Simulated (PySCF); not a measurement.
# Calculated NMR data

PySCF 2.14 calculation with GFN2-xTB structure and PBE0/pcSseg-1 with gauge-including orbitals; no solvent model, one conformer, averaged over atoms made equivalent by symmetry, fast rotation or ring inversion, relativity neglected.

References, each an isolated molecule treated in the same way: TMS for $^{1}$H (31.72 ppm), $^{13}$C (186.93 ppm). Splittings of carbon signals by F and P are missing where no couplings were computed. Where no couplings were computed, multiplicities follow the n + 1 count of equivalent neighbours, and m marks all less simple cases (inequivalent or close neighbours, rings, F or P nearby). Shifts are as computed. Against solution values, carbons near 30 ppm lie about +3 ppm off and those near 130 ppm about +5 ppm. Of 1211 compounds with measured shifts, 218 miss one by over three times the rms of a fit or turn the order of signals round; such compounds aren't used in these exercises.

Compound 1 (C$_{10}$H$_{12}$). $^{1}$H NMR (500 MHz, computed): δ 6.19 (m, 2H), 6.09 (m, 2H), 5.92 (d, 2H), 1.95 (s, 6H). $^{13}$C{$^{1}$H} NMR (computed): δ 152.6, 140.9, 139.1, 133.7, 25.2. Structure: `CC1=C/C=C\C=C/C=C\1C`.

Compound 2 (C$_{6}$H$_{8}$FP). $^{1}$H NMR (500 MHz, computed): δ 6.67 (m, 1H), 6.06 (m, 1H), 2.26 (s, 3H), 1.32 (m, 3H). $^{13}$C{$^{1}$H} NMR (computed): δ 172.6, 148.5, 143.8, 118.7, 18.4, 13.2. Structure: `Cc1cp(C)cc1F`.
